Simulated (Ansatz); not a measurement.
Consider the atomization: `C=C[Si](C)(O)F` → 3 C• + F• + 7 H• + O• + Si•.

Isolated molecules relaxed with PBE0-D4/def2-TZVP in Ansatz; ΔE leaves out vibrations. CBS: MP2 limit from def2 TZ/QZ plus the TZ coupled-cluster correction, frozen cores. This one scheme is used for every species, atoms too. Functionals use def2-TZVPP. No spin–orbit coupling; open shells (•) take unrestricted orbitals. Spin–orbit coupling would lower the free atoms: a little for C, F, O, Si. One conformer a species, not always the lowest.

```tsv
level	ΔE (kJ/mol)
r2SCAN	5378.7
MP2/def2-QZVPP	5435.4
```

What does CCSD(T)/CBS give? (Best estimate.)

Computed: +5385.2 kJ/mol. The listed levels differ from it by -6.5, 50.2 kJ/mol.

Largest T1 diagnostic among the species: 0.012.

The D4 term adds +44.2 kJ/mol with B3LYP and +23.4 kJ/mol with PBE0; it sums over pairs of atoms, weighted by their polarisabilities, and B3LYP, whose exchange is more repulsive, gets the larger term. In def2-TZVPP, CCSD(T) changes the Hartree–Fock value by +1236.2 kJ/mol (the triples alone add +74.1 kJ/mol) and MP2 by +1341.1 kJ/mol; breaking electron pairs costs correlation energy, which Hartree–Fock lacks. From PBE to PBE0 (25 % exact exchange), in def2-TZVPP and without D4, ΔE moves by −85.9 kJ/mol: exact exchange takes away binding that semilocal exchange gives to molecules.

B3LYP here is the variant with VWN-RPA as its local correlation; programs differ in this.

For atomizations the MP2-based limit and the directly extrapolated one differ by several kJ/mol either way, and by 10 to 25 for some Ge, Se and Sn compounds, so smaller differences from it don't rank the levels.
